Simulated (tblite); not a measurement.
Compound: C₆H₁₂N (doublet state).
Atom-mapped SMILES: `[CH2:1]=[N:2][C@H:3]([CH3:4])[CH2:5][CH:6][CH3:7]` (hydrogens: H8, H9 on C1; H10 on C3; H11, H12, H13 on C4; H14, H15 on C5; H16 on C6; H17, H18, H19 on C7)

Geometry (GFN2-xTB, Å), atoms numbered from 1 in this order:
```
atom  x, y, z in Å
C1    -1.7815    1.5233   -0.2156
N2    -1.5947    0.5582    0.5603
C3    -0.7502   -0.5254    0.1719
C4    -1.3838   -1.8337    0.6318
C5     0.6381   -0.3225    0.8762
C6     1.4019    0.7967    0.3110
C7     2.2314    0.6466   -0.9040
H8    -2.3968    2.3446    0.1211
H9    -1.3672    1.5950   -1.2290
H10   -0.5750   -0.5490   -0.9191
H11   -1.5411   -1.8059    1.7064
H12   -2.3472   -1.9711    0.1459
H13   -0.7426   -2.6758    0.3839
H14    1.1867   -1.2593    0.7529
H15    0.4300   -0.1602    1.9352
H16    1.2241    1.7923    0.6819
H17    1.7596    1.1177   -1.7747
H18    2.4005   -0.4031   -1.1356
H19    3.1980    1.1408   -0.7783
```

Method: GFN2-xTB as coded in tblite; computed harmonic values from a numerical Hessian at the method's own geometry, unscaled. This tight-binding method is rough: wavenumbers can miss measured ones by several per cent, in bad cases by 10 to 20. One conformer, not necessarily the lowest. Open shells enter through the occupations alone, without spin polarisation, and single modes of such species can be off by tens of per cent.

Harmonic wavenumbers (cm⁻¹): 45.6, 67.1, 75.5, 80.1, 191.3, 230.9, 312.4, 328.2, 369.7, 420.6, 501.3, 525.4, 705.9, 841.0, 893.5, 926.3, 941.8, 967.3, 985.8, 1026.7, 1072.7, 1091.3, 1114.4, 1179.5, 1193.5, 1234.0, 1261.6, 1282.5, 1326.3, 1349.7, 1396.9, 1399.3, 1422.5, 1458.2, 1463.4, 1481.7, 1487.3, 1495.1, 1726.1, 2797.2, 2853.8, 2888.9, 2953.5, 2959.6, 2978.7, 3026.6, 3031.7, 3036.1, 3053.0, 3072.2, 3104.7.

A = 3471, B = 1866, C = 1398 MHz; mass 98.097 u (most abundant isotopes); point group C1, symmetry number 1; spin multiplicity 2.

**Question.** What is the zero-point energy?

**Answer.** ½Σν̃ = 35814 cm⁻¹ = 102.40 kcal/mol.

**Question.** Entropy at 298.15 K, 1 bar (ideal gas, RRHO, classical rotation)?

**Answer.** Translation 39.69, rotation 27.96, vibration 28.76, spin (R ln 2) 1.38: S = 97.8 cal/(mol K).

**Question.** And Cp and H(298.15 K) − H(0)?

**Answer.** Cp = 34.93 cal/(mol K), of which vibrations give 26.98 (their classical limit is 51 R = 101.3); H(298.15 K) − H(0) = 6.64 kcal/mol without the zero-point energy, 4.27 from vibrations.

**Question.** Blend soft modes into free rotors: weight 1/[1 + (100 cm⁻¹/ν̃)⁴] for the oscillator and the rest for a rotor with moment μB/(μ + B), μ = h/(8π²ν), B = 10⁻⁴⁴ kg m². What vibrational entropy results?

**Answer.** 25.42 cal/(mol K) in place of 28.76, which changes −T·S at 298.15 K by +1.00 kcal/mol.

**Question.** What must be added to the electronic energy to get the Gibbs energy at 298.15 K and 1 bar?

**Answer.** ZPE + [H(298.15 K) − H(0)] − T·S = 102.40 + 6.64 − 29.15 = 79.89 kcal/mol.

Hindered rotation and anharmonicity are outside this model. Other conformers, if any are populated, would add a mixing term that is left out. The structure is chiral; the term R ln 2 for an equal mix with its mirror image is left out.

On one thread of an Arm Neoverse V1, no GPU, shared host, this took 0.56 s. The figure is for the frequency step alone.
